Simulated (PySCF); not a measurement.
A structure optimised at TPSSh-D3(BJ)/def2-TZVP, used in a PySCF frequency run:

```
C
H 1 1.0910
H 1 1.0929 2 109.20
H 1 1.0959 2 107.98 3 115.92
Ga 1 1.9736 2 112.53 4 120.27
H 5 1.5714 1 121.26 2 -15.94
H 5 1.5721 6 118.77 1 179.06
```
Charge 0, spin multiplicity 1.

### Question
Write its SMILES and formula.

### Answer
[CH3][GaH2], CH5Ga

### Question
What are its rotational constants (standard atomic weights)?

### Answer
73.846, 8.9190, 8.3678 GHz
